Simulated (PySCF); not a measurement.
## Tl: ionisation energy

Tl [Xe] 4f14 5d10 6s2 6p1 (2P) → Tl⁺ [Xe] 4f14 5d10 6s2 (1S), as a difference of total energies. Computed with PySCF 2.14 in aug-cc-pwCVTZ-DK3 (11s10p8d5f1g, 125 functions), with the spin-free X2C one-electron Hamiltonian (Gaussian nucleus). Correlated levels: valence: [Xe] 4f14 5d10 frozen; valence and next inner shell: [Kr] 4d10 4f14 frozen. The calculations carry no spin-orbit coupling.

Task: Order these methods by the ionisation energy they give, lowest first.
A. MP2 (valence and next inner shell)
B. SCS-MP2 (valence and next inner shell)
C. MP2 (valence)
D. LDA

Result: C (5.177 eV), B (5.220 eV), A (5.309 eV), D (5.574 eV).

Errors of the correlated levels include the incompleteness of this basis and the frozen core.

For comparison: 5.464 eV (measured; NIST levels, between the centres of gravity of the two terms).
